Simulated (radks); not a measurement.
Question: Rh V, configuration [Kr] 4d5 (the NIST ground configuration). All-electron calculation, scalar-relativistic Kohn-Sham, LDA (Slater exchange, Perdew-Wang correlation), spin-polarised, spherical densities, finite nucleus; open shells are filled with parallel spins first (spin-orbit coupling, left out, can overturn this in heavy ions); Fermi nuclear charge, rms radius 4.4945 fm. Program: a radial shooting solver on a logarithmic mesh with Libxc functionals. Some entries of the table are withheld. Estimate them.

orbital,occ.,eigenvalue (hartree),<r^2> (bohr^2)
1s up,1,-847.5205,0.001441
1s down,1,-847.5201,0.001441
2s up,1,-124.6342,0.02379
2s down,1,-124.5994,0.02379
2p up,3,-111.9826,0.01871
2p down,3,-111.9552,0.01871
3s up,1,-23.89021,0.1753
3s down,1,-23.86557,0.1752
3p up,3,-19.73294,0.1777
3p down,3,-19.70613,0.1775
3d up,5,-13.06788,(1)
3d down,5,-13.03223,(2)
4s up,1,-5.01988,1.057
4s down,1,-4.87353,1.051
4p up,3,-3.81988,1.262
4p down,3,-3.66899,1.259
4d up,5,-2.07122,(3)
4d down,0,-1.92220,(4)

Answer: 
(1) 3d up <r^2> (bohr^2): 0.1642
(2) 3d down <r^2> (bohr^2): 0.1638
(3) 4d up <r^2> (bohr^2): 1.975
(4) 4d down <r^2> (bohr^2): 2.029
